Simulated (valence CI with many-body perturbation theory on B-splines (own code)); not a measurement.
Values are calculated unless marked as measured or tabulated.
# Au⁷⁴⁺: what each term of the Hamiltonian does

Level of theory: configuration interaction combined with many-body perturbation theory (CI+MBPT): three valence electrons over a frozen Dirac-Fock core [He], a basis of 11 s, 11 p, 9 d, 7 f, 5 g, 2 h, 1 i functions for each j, with the one-electron correlation potential Σ1, the two-electron term Σ2, the three-electron term Σ3, Breit, model QED; selected CI, second order for the rest (own B-spline code, finite nucleus).

The last digits are not significant, and no measured levels were compared; by estimate large intervals hold to a few tenths of a per cent, small ones and those within an open d or f shell to about a per cent.

Each rung adds one term. CI alone is the Dirac-Coulomb CI over the frozen core; QED comes last and gives the full result, which names the levels. Energies are above (2s^2 2p1/2) J=1/2 on the same rung, in Ry.

Levels are named by their leading jj configuration (3d3/2^4 stands for four electrons in 3d with j = 3/2), which in mixed levels can hold well under half, so a name can repeat and another be missing. Letters in brackets count levels of one name in rising energy.

```
                     Level  CI alone    + Σ1    + Σ2    + Σ3  + Breit    Full
        (2s 2p1/2^2) J=1/2     22.29   22.26   22.25   22.24    24.11   22.40
        (2s^2 2p3/2) J=3/2    147.11  147.13  147.13  147.13   145.20  145.33
(2s 2p1/2 2p3/2) J=3/2 [a]    162.97  162.96  162.96  162.96   162.73  161.18
    (2s 2p1/2 2p3/2) J=5/2    167.05  167.04  167.03  167.03   165.82  164.26
    (2s 2p1/2 2p3/2) J=1/2    171.95  171.95  171.92  171.91   171.75  170.19
(2s 2p1/2 2p3/2) J=3/2 [b]    172.61  172.61  172.58  172.58   171.87  170.32
     (2p1/2^2 2p3/2) J=3/2    195.43  195.39  195.36  195.35   196.67  193.44
        (2s 2p3/2^2) J=5/2    311.90  311.91  311.91  311.90   309.20  307.81
        (2s 2p3/2^2) J=1/2    319.73  319.74  319.73  319.73   318.01  316.62
        (2s 2p3/2^2) J=3/2    320.43  320.44  320.41  320.41   318.05  316.66
     (2p1/2 2p3/2^2) J=3/2    338.54  338.52  338.49  338.48   337.85  334.74
     (2p1/2 2p3/2^2) J=5/2    341.13  341.11  341.08  341.07   339.51  336.40
     (2p1/2 2p3/2^2) J=1/2    344.60  344.59  344.56  344.55   344.21  341.10
           (2p3/2^3) J=3/2    489.04  489.05  489.02  489.01   486.46  483.51
           (2s^2 3s) J=1/2    914.10  914.13  914.13  914.12   911.50  911.88
        (2s^2 3p1/2) J=1/2    921.48  921.52  921.51  921.50   919.35  919.22
   (2s 2p1/2 3s) J=1/2 [a]    929.23  929.24  929.24  929.23   928.17  926.89
       (2s 2p1/2 3s) J=3/2    931.93  931.94  931.93  931.93   930.39  929.10
   (2s 2p1/2 3s) J=1/2 [b]    934.25  934.26  934.25  934.24   932.94  931.65
```

**Question.** How does the ionisation energy move along the ladder, and which term matters most?

**Answer.** CI alone 21961, + Σ1 21962, + Σ2 21962, + Σ3 21962, + Breit 21920, + QED 21918 eV. The largest step is Breit, -42 eV. NIST lists 21920 ± 90 eV (theoretical).
